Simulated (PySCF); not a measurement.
# Two-component Hartree-Fock for Sb⁺ (antimony, charge +1)

Start: [Kr] 4d10 5s2 5p1 6s1; 5p3/2 filled at m_j = +3/2; 6s1/2 filled at m_j = +1/2. Calculated with PySCF 2.14 in x2c-TZVPall-2c with one added diffuse shell each of s, p, d, f type (9s10p6d3f, 90 functions): generalised Hartree-Fock with the X2C-1e Hamiltonian and a Gaussian nucleus; one run each with spin-orbit coupling (SO) switched off, then screened by Boettger's factors. This is a chosen level, not necessarily the ground level.

| spinor shell | electrons | ε, spin-free (eV) | ε, screened SO (eV) | weight of nominal j (screened SO) | rms radius, screened SO (bohr) |
| --- | --- | --- | --- | --- | --- |
| 1s1/2 | 2 | -30657.2 | -30654.3 | 1.000 | 0.0325 |
| 2s1/2 | 2 | -4771.3 | -4770.5 | 1.000 | 0.133 |
| 2p1/2 | 2 | -4277.6 | -4452.5 | 1.000 | 0.115 |
| 2p3/2 | 4 | -4277.6 | -4198.3 | 1.000 | 0.120 |
| 3s1/2 | 2 | -986.53 | -986.40 | 1.000 | 0.352 |
| 3p1/2 | 2 | -821.65 | -854.98 | 1.000 | 0.345 |
| 3p3/2 | 4 | -821.65 | -806.56 | 1.000 | 0.356 |
| 3d3/2 | 4 | -570.75 | -576.63 | 1.000 | 0.329 |
| 3d5/2 | 6 | -570.75 | -566.79 | 1.000 | 0.332 |
| 4s1/2 | 2 | -189.16 | -189.22 | 1.000 | 0.843 |
| 4p1/2 | 2 | -136.18 | -142.41 | 1.000 | 0.894 |
| 4p3/2 | 4 | -136.18 | -133.47 | 1.000 | 0.922 |
| 4d3/2 | 4 | -56.840 | -57.710 | 0.993 | 1.10 |
| 4d5/2 | 6 | -56.840 | -56.386 | 0.995 | 1.11 |
| 5s1/2 | 2 | -27.450 | -27.493 | 0.999 | 2.27 |
| 5p3/2 | 1 | -18.883 | -18.628 | 1.000 | 2.80 |
| 6s1/2 | 1 | -7.688 | -7.702 | 0.999 | 5.52 |

```tsv
quantity	spin-free	screened SO
E (hartree)	-6476.53744	-6478.18889
M_J	2	2
⟨J²⟩	6.018	6.016
⟨L²⟩	2.016	2.032
⟨S²⟩	2.002	2.021
```

Each row is a mean over spinors that exchange with the open shell spreads, by up to 2.548 eV (5s1/2).

Breit and QED terms are absent; they matter most for the inner s and p1/2 levels.

Densities and radii are taken from the X2C orbitals without a picture-change correction, which distorts them close to the nucleus.

Without spin-orbit coupling the j labels of p, d and f shells carry no meaning; the spin-free column gives the mean over the occupied spinors of each nl shell.
